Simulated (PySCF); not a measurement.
Which method gave which barrier?

Saddle point of CH$_{7}$BrSi, closed shell (CH₆Si ([CH3][SiH3]) + HBr → CH₅BrSi ([CH3][SiH2][Br]) + H₂; bonds formed: Si1–Br7, H2–H6; bonds broken: Si1–H2, H6–Br7), PBE0-D4/def2-TZVP structure:

| atom | x (Å) | y (Å) | z (Å) |
| --- | --- | --- | --- |
| Si1 | -0.4085 | 0.0615 | -0.5751 |
| H2 | 0.9110 | 0.7393 | -1.4678 |
| H3 | -0.3057 | -0.8829 | -1.7365 |
| H4 | -1.6702 | 0.7918 | -0.7815 |
| C5 | -0.0079 | -0.9344 | 0.9309 |
| H6 | 0.8675 | 1.3277 | -0.8251 |
| Br7 | 0.3507 | 2.3026 | 0.7723 |
| H8 | -0.3730 | -1.9562 | 0.7951 |
| H9 | -0.4395 | -0.4794 | 1.8212 |
| H10 | 1.0755 | -0.9699 | 1.0665 |

PySCF 2.14 with density fitting (its default auxiliary sets; JK sets also for MP2 and CCSD(T)); basis: def2-TZVPP, with def2-QZVPP for the basis limit; cores frozen in the correlated methods. Filled d shells of the heavier atoms are correlated. The def2 sets are not built for correlating such inner shells, so the correlated values are less sure here. Extrapolation: Hartree–Fock as exp(−7.88 √X), correlation as X^−2.97. Four methods, as single points on the PBE0-D4 structures, gave these electronic barriers from the start structure: 22.63, 29.21, 34.64, 45.92 kcal/mol.

**Question.** The methods were, in alphabetical order, HF, MP2, r2SCAN-D4, SPW92. Which gave which? (A judgement: the text doesn't fix the answer.)

**Answer.** The calculation gives: SPW92 22.63; r2SCAN-D4 29.21; MP2 34.64; HF 45.92 kcal/mol. For comparison, CCSD(T) at an estimated basis limit (MP2 extrapolated from triple and quadruple zeta, plus CCSD(T) − MP2 in triple zeta) gives 33.91 kcal/mol.

No T1 diagnostic of these runs exceeds 0.010.

Labels in which every atom is bracketed show which atoms are joined, not bond orders.

For scale, one of the runs: CCSD(T)/def2-TZVPP, 219 basis functions, launched by `OMP_NUM_THREADS=4 python run.py`. The run took 19 min on 4 CPU threads of an AMD EPYC (shared host), with 3.9 GiB of host memory at its peak.
